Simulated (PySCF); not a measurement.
**Bond energies at HF/def2-SVP beside a composite method**

PySCF, lowest determinants of a PBE0 search. The composite is CCSD(T) extrapolated to the basis-set limit from two correlation-consistent sets, with core-valence (CV) and scalar-relativistic (SR) terms as its label shows; it has no spin–orbit coupling and nothing beyond (T).

```
species  state (unpaired electrons)  De HF (eV)  De composite (eV)           composite  dissociates to
    CSe      singlet (closed shell)        2.91               6.27  CCSD(T)/CBS(TQ)+CV          C + Se
   SbBr              triplet (π ↑↑)        1.32               2.63     CCSD(T)/CBS(DT)         Sb + Br
    TlN              triplet (π ↑↑)       -0.30               1.54     CCSD(T)/CBS(DT)          Tl + N
    RbS               doublet (π ↑)        1.45               2.64     CCSD(T)/CBS(DT)          Rb + S
    MgI               doublet (σ ↑)        1.95               2.16     CCSD(T)/CBS(DT)          Mg + I
    TlC         quartet (σ ↑, π ↑↑)        1.75               2.62  CCSD(T)/CBS(DT)+CV          Tl + C
    GeS      singlet (closed shell)        3.18               5.68  CCSD(T)/CBS(DT)+CV          Ge + S
    SeF               doublet (π ↑)        1.08               3.44  CCSD(T)/CBS(TQ)+CV          Se + F
```

**Question.** Does HF bind more or less than the composite, by how much on average, and where is the difference largest?

**Answer.** HF/def2-SVP binds less on average, method and basis taken together: the mean signed difference is -1.70 eV and the mean absolute one 1.70 eV; it is largest for CSe (-3.36 eV).

The molecules are drawn from runs that passed checks on state, spin purity and fit, so the hardest cases are missing and the errors look smaller than over all diatomics.

Correlated steps freeze the inner cores (5 to 19 orbitals); shallow outer-core shells are correlated. UHF and ROHF references stand side by side, which adds small steps between rows. Spin–orbit coupling is left out, which matters for elements this heavy, above all for dissociation energies. Where the molecule has an RHF reference, its open-shell atoms are computed with UHF. The CCSD T1 diagnostic is raised in CSe, GeS, a sign that a single reference may not be enough there. A negative De means that the minimum lies above the separated atoms at that level. States were picked by a PBE0 search and need not be the measured ground states.
